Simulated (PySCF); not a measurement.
**Dipole response of C (carbon, neutral)**

[He] 2s2 2p2, high-spin 3P determinant. Calculation: PySCF 2.14, in aug-cc-pV5Z (7s6p5d4f3g2h, 127 functions); no relativity, point nucleus. Coupled (time-dependent) response in atomic units; α is the mean over directions.

```json
{"method": "UHF", "mean α (bohr³)": "11.97", "α xx, yy, zz": "10.91, 12.50, 12.50", "C₆ (like pair)": "46.31", "S(−4)": "95.45"}
{"method": "PBE", "mean α (bohr³)": "13.52", "α xx, yy, zz": "11.47, 14.55, 14.55", "C₆ (like pair)": "54.88", "S(−4)": "114.7"}
{"method": "PBE0", "mean α (bohr³)": "12.71", "α xx, yy, zz": "11.02, 13.56, 13.56", "C₆ (like pair)": "50.86", "S(−4)": "96.37"}
```

S(−4) is the Cauchy moment in α(ω) = α(0) + S(−4) ω² + …

Reference α: 11.3 ± 0.4 bohr³ (recommended; Schwerdtfeger and Nagle, table of static dipole polarizabilities (2023 update)). Published C₆: 46.60 (Chu and Dalgarno (2004); Tang, Norbeck and Certain (1976)).

α(iu) at UHF:

```
u (hartree)  α(iu) (bohr³)
          0          11.97
     0.0500          11.74
      0.100          11.14
      0.200          9.440
      0.300          7.734
      0.500          5.168
      0.750          3.302
       1.00          2.258
       1.50          1.232
       2.00         0.7711
       3.00         0.3843
       5.00         0.1545
```

A single London oscillator, α(iu) = α/(1 + u²/ω²), gives C₆ = (3/4) ω α². Matching the computed C₆ needs ω = 4 × 46.31 / (3 × 11.97²) = 0.431 hartree.

The components differ because the open shell of this determinant is not spherical; for a pure term their mean is the scalar polarisability.
